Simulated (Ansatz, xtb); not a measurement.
**Relative energy of two isomers of C5H5NO**

We compare X, `N#C[C@@H]1C[C@H]1C=O`, a singlet, with Y, `N#C[C@@H]1C[C@@H]1C=O`, a singlet. Both are isolated molecules in the gas phase, relaxed with PBE-D3(BJ)/def2-SVP; the shapes shown needn't be the lowest conformers.

X (Å):

```xyz
12

C    -3.2754   -0.5900   -0.6859
C    -2.0452   -0.1835   -0.0581
C    -0.7400   -0.2496   -0.8009
C    -1.0019   -1.2601    0.3015
C    -0.2976   -1.0584    1.6045
N    -4.2745   -0.9233   -1.2019
O    -0.0551    0.0406    2.0699
H    -2.1333    0.6172    0.6973
H    -0.0130    0.5422   -0.5634
H    -0.7497   -0.6174   -1.8370
H    -1.2285   -2.2965    0.0086
H     0.0047   -2.0047    2.1408
```

Y (Å):

```xyz
12

C    -1.0665   -1.5774    0.3479
C     0.1232   -0.8016    0.0863
C     0.7816   -0.0173    1.1920
C     0.0768    0.7390    0.0842
C    -1.2057    1.4371    0.3987
N    -2.0208   -2.2240    0.5630
O    -1.5342    2.4972   -0.0921
H     0.7779   -1.2438   -0.6830
H     0.2919   -0.0365    2.1788
H     1.8806    0.0132    1.2152
H     0.6869    1.2422   -0.6819
H    -1.8573    0.8986    1.1534
```

Quicker runs give these differences E(Y) − E(X): GFN2-xTB +0.016 eV; HF/STO-3G +0.016 eV (at GFN2-xTB geometries); r2SCAN-D4/def2-SVP +0.094 eV (at GFN2-xTB geometries).

Question: Estimate E(Y) − E(X) at the level CCSD(T)/def2-SVP + ΔMP2/def2-TZVPP.

Answer: CCSD(T)/def2-SVP + ΔMP2/def2-TZVPP gives E(Y) − E(X) = +0.070 eV, slightly favouring structure X, which is too small a margin to settle the true order.

How the difference moves with the method:

| level | geometry | E(Y) − E(X) (eV) | departure from the last row (eV) | job, with rough time for the two |
| --- | --- | --- | --- | --- |
| GFN2-xTB | GFN2-xTB | +0.016 | −0.054 | optimisation, 0.56 s |
| HF/STO-3G | GFN2-xTB | +0.016 | −0.054 | single point, 1.4 s |
| r2SCAN-D4/def2-SVP | GFN2-xTB | +0.094 | +0.024 | single point, 8.7 s |
| PBE-D3(BJ)/def2-SVP | PBE-D3(BJ)/def2-SVP | +0.091 | +0.021 | optimisation, 58 s |
| HF/def2-SVP | PBE-D3(BJ)/def2-SVP | +0.087 | +0.017 | part of the CCSD(T) run |
| MP2/def2-SVP | PBE-D3(BJ)/def2-SVP | +0.109 | +0.039 | part of the CCSD(T) run |
| CCSD(T)/def2-SVP | PBE-D3(BJ)/def2-SVP | +0.102 | +0.033 | single point |
| CCSD(T)/def2-SVP + ΔMP2/def2-TZVPP | PBE-D3(BJ)/def2-SVP | +0.070 |  | single point, 2.3 min |

As drawn, both hold the same kinds of bond in the same numbers.

GFN2-xTB, HF/STO-3G find them nearly level. The largest departure from CCSD(T)/def2-SVP + ΔMP2/def2-TZVPP is that of HF/STO-3G, 0.054 eV. The last row adds to CCSD(T) the change of the MP2 difference between the two basis sets, here −0.033 eV.

With thermal terms from frequencies at re-optimised GFN2-xTB minima (ideal gas, soft modes damped towards free rotors, one conformer each, 298.15 K, 1 atm): the zero-point term adds +0.003 eV; ΔH is +0.070 and ΔG +0.077 eV.

The correlated steps freeze 7 core orbitals. Codes used: Ansatz 0.2.0, xtb 6.7.1; the last row on 2 threads of Intel(R) Xeon(R) Processor @ 2.50GHz (Skylake/Cascade Lake) on a shared host.
